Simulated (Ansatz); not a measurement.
Job for Ansatz (a first-principles code): R-PBE/def2-TZVPPD on FH3S (a complex), monomers drawn apart or pushed together. Files ending in .json are basis or fitting sets from the Basis Set Exchange.

Ansatz 0.2 input:
```yaml
crystal:
  periodic: [false, false, false]
  atoms:
    - {symbol: F, position_ang: [0.00360347, -0.14085454, -0.34291483]}
    - {symbol: H, position_ang: [0.12754265, -0.35383949, 0.56339649]}
    - {symbol: S, position_ang: [0.32957566, -0.75717258, 3.10158115]}
    - {symbol: H, position_ang: [-0.98047403, -0.55335117, 3.32033218]}
    - {symbol: H, position_ang: [0.63835670, 0.52364297, 3.36568943]}
basis:
  gaussian:
    orbitals: def2-TZVPPD.json
hamiltonian:
  xc: {name: PBE}
scf: {lower_state_search: off}
```

Output:

```
WARN ansatz: RAYON_NUM_THREADS=1 ignored (pool sized by the plan → 1); use --threads N
Functional definition: PBE
these checks for a lower state are left out or cut short: stability, starts, cluster_reference, orbital_swaps, neighbouring_geometries, increment
integrals: 0.04 GiB planned
692 factors; their error is unknown
mean field: 0.35 GiB planned
mean field evaluation 1: about -13593.4502 eV, gradient 3.8e1 eV
mean field evaluation 2: about -13587.1670 eV, gradient 7.8e1 eV
mean field evaluation 4: about -13595.7499 eV, gradient 1.8e0 eV
mean field evaluation 8: about -13595.7555 eV, gradient 2.4e-2 eV
mean field evaluation 16: about -13595.7418 eV, gradient 1.9e-5 eV
mean field -13595.74181732 eV, -499.6342962619 hartree, gradient 8.8e-7 eV, S^2 0.000000; 0 other end points of the search recorded, 0 dependent functions left out
reference -13595.74187822 eV, -499.6342984996 hartree; 14, 14 occupied and 128, 128 virtual orbitals, 692 factors
Total energy: -13595.74187822 eV, -499.6342984996 hartree
Checks for a lower state left out: stability, starts, cluster_reference, orbital_swaps, neighbouring_geometries, increment
```

The run converged.

Cost: around 1.1 core-seconds (rough).
